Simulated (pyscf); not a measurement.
## HN=GaH (SMILES [NH]=[GaH]), singlet

Gas-phase minimum from PySCF at ωB97X-D3(BJ)/def2-SVP, one conformer. HN=GaH lies 50.8 kcal/mol over its isomer H₂N–Ga [singlet], and others may lie lower still (electronic energy, ωB97M-D3(BJ)). 

```
Ga
N 1 1.6719
H 2 1.0149 1 131.31
H 1 1.5244 2 164.37 3 179.97
```
Charge 0, spin multiplicity 1.

Properties at ωB97X-D3(BJ)/def2-SVP:

| Item | Result |
|---|---|
| Harmonic wavenumbers, unscaled | 439, 518, 519, 977, 2137, 3686 cm⁻¹ |
| Zero-point energy | 11.8 kcal/mol |
| Rotational symmetry number | 1 |
| Entropy of this conformer at 298 K and 1 atm, rigid rotor and harmonic oscillator, modes under 100 cm⁻¹ raised to 100 | 250.6 J/(mol K) |
| Dipole moment | 2.71 D |

Single-point totals, which compare only within one level (frozen core for MP2 and CC):

```
level                   total energy (hartree)
----------------------  ----------------------
ωB97X-D3(BJ)/def2-TZVP             -1980.74052
PBE/def2-TZVP                      -1980.41770
r²SCAN/def2-TZVP                   -1980.72896
B3LYP-D3(BJ)/def2-TZVP             -1980.82696
PBE0-D3(BJ)/def2-TZVP              -1980.45000
M06-2X/def2-TZVP                   -1980.73279
ωB97M-D3(BJ)/def2-TZVP             -1980.80853
HF/def2-TZVPP                      -1978.80674
MP2/def2-TZVPP                     -1979.26016
CCSD/def2-TZVPP                    -1979.25505
CCSD(T)/def2-TZVPP                 -1979.27846
```

The CCSD(T) − MP2 part came from Ansatz, without density fitting, on the same reference. The frozen core leaves the outer d or s,p core shells of the metals and heavy elements correlated in the MP2 and CC values, and def2-TZVPP describes them poorly, so these totals are far from the basis limit. Elements up to Kr have no core potential and no relativistic terms here.
